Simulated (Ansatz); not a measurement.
A nudged elastic band was laid between two geometries of Br + CH4 (6 atoms, charge 0, multiplicity 2).

All numbers below come from UKS r2SCANh/def2-SVP in Ansatz 0.2.0.

```yaml
movable_images: 7
climbing_image: yes
spring: 5.0 eV/Å²
optimiser: quadratic models (default)
start_path: through a guess of the saddle point
force_threshold: 0.03 eV/Å
iteration_limit: 30
end_points: relaxed
```

Initial state:

```xyz
6
Properties=species:S:1:pos:R:3
H 0.243 -0.137 -0.840
Br -0.619 -2.677 -0.096
C 0.122 0.532 0.024
H -0.920 0.519 0.366
H 0.389 1.549 -0.291
H 0.784 0.214 0.837
```

Final state:

```xyz
6
Properties=species:S:1:pos:R:3
H -0.272 -0.363 0.784
Br -0.324 -2.546 -1.025
C 0.065 0.508 0.204
H -0.705 1.287 0.255
H 0.230 0.238 -0.848
H 1.006 0.876 0.629
```

Q: What changes between the two ends?

A: No bond is made or broken.

Q: What energy profile does the band end with?

A: It converged. The highest image is number 4 of 0 to 8, 0.021 eV above the first end and 0.023 eV above the last; the last end lies 0.002 eV below the first. A vibrational analysis at the climbing image gives 2 clearly imaginary modes (112i, 112i cm⁻¹): a point of higher order, so a lower path passes nearby.

| image | path coordinate (Å) | energy (eV) |
| --- | --- | --- |
| 0 | 0.00 | 0.000 |
| 1 | 0.36 | 0.002 |
| 2 | 0.72 | 0.009 |
| 3 | 1.08 | 0.017 |
| 4 | 1.44 | 0.021 |
| 5 | 1.81 | 0.017 |
| 6 | 2.18 | 0.008 |
| 7 | 2.55 | 0.000 |
| 8 | 2.92 | -0.002 |

Q: What is the geometry of the highest image?

A: 
```xyz
6
Properties=species:S:1:pos:R:3
H -0.076 -0.487 -0.134
Br -0.423 -2.776 -0.761
C 0.086 0.567 0.155
H -0.861 0.978 0.521
H 0.428 1.121 -0.726
H 0.846 0.598 0.944
```

The band took 9 iterations and roughly 7 core-minutes.

Time of the run: 3.7 min on 2 threads of Intel(R) Xeon(R) Platinum 8488C (Sapphire Rapids) (shared host), peak memory 0.26 GiB.
